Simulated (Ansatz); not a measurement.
(LiI)3 ring (Li₃I₃): single points at one geometry.

```yaml
crystal:
  periodic: [false, false, false]
  atoms:
    - {symbol: Li, position_ang: [0.960456, 1.799254, -0.539416]}
    - {symbol: I, position_ang: [-1.545160, 2.298404, -0.645578]}
    - {symbol: Li, position_ang: [-2.107038, -0.094010, 0.060602]}
    - {symbol: I, position_ang: [-1.294592, -2.425071, 0.727004]}
    - {symbol: Li, position_ang: [1.146494, -1.705409, 0.478927]}
    - {symbol: I, position_ang: [2.839840, 0.126822, -0.081530]}
basis:
  gaussian: {orbitals: def2-TZVP, initial_orbitals: start.molden}
magnetization: {spin_polarized: true, initial_magnetization: 2}
hamiltonian: {xc: pbe, dispersion: d4}
scf: {omitted_lower_state_checks: [starts]}
output: {orbitals: {seedname: orbitals}}
```

The file start.molden holds the orbitals of an earlier run on this structure, at another level or in another basis.

```sh
$ ansatz run in.yaml --threads 4 --pin off --events-out ev --progress --plain --max-ram 3916MiB
```

It prints (some lines left out):

```
Functional definition: PBE
1488 factors; their error is unknown
mean field evaluation 1: about -24918.2339 eV, gradient 5.8e0 eV
mean field evaluation 2: about -24918.3235 eV, gradient 1.9e-1 eV
mean field evaluation 4: about -24918.3197 eV, gradient 9.7e-2 eV
mean field evaluation 8: about -24918.3198 eV, gradient 1.4e-4 eV
mean field -24918.31980329 eV, -915.7313625271 hartree, gradient 2.2e-5 eV, S^2 2.001320; 0 other end points of the search recorded, 0 dependent functions left out
reference -24918.31985733 eV, -915.7313645129 hartree; 43, 41 occupied and 149, 151 virtual orbitals, 1488 factors
Total energy: -24918.50351656 eV, -915.7381138651 hartree
Checks for a lower state left out: starts
```

Run time 5.5 s (4 threads of Arm Neoverse V1 on a shared host).

As the first input, with `hamiltonian: {xc: r2scan, dispersion: d4}` (abridged; 18 s):

```
Functional definition: r2SCAN
mean field -24930.18111932 eV, -916.1672578514 hartree, gradient 1.6e-5 eV, S^2 2.003526
Total energy: -24930.22852383 eV, -916.1689999349 hartree
Checks for a lower state left out: starts
```

As the first input, with `gaussian: {orbitals: def2-TZVP}`, `hamiltonian: {xc: pbe0, dispersion: d4}` (abridged; 27 s):

```
Functional definition: PBE0
mean field evaluation 16: about -24920.3627 eV, gradient 2.6e-1 eV
mean field evaluation 32: about -24920.3634 eV, gradient 4.2e-4 eV
mean field -24920.36343134 eV, -915.8064644727 hartree, gradient 4.6e-6 eV, S^2 2.003357
Total energy: -24920.53306244 eV, -915.8126983008 hartree
Checks for a lower state left out: starts
```

Geometry: PBE0-D4/def2-SVP, that of the neutral singlet.

In the def2 sets I takes a core potential; there is no spin–orbit coupling. At PBE-D4/def2-TZVP, r2SCAN-D4/def2-TZVP an occupied level of the charge 0 triplet lies above an empty one (by up to 0.05 eV), so this SCF solution is probably not the lowest. At PBE-D4/def2-TZVP, r2SCAN-D4/def2-TZVP the gap within one spin of the charge 0 triplet nearly closes, so an electron or hole may be smeared out by delocalisation error. At PBE0-D4/def2-TZVP a singlet of charge 0 lies 5.48 eV below the triplet at the same geometry.
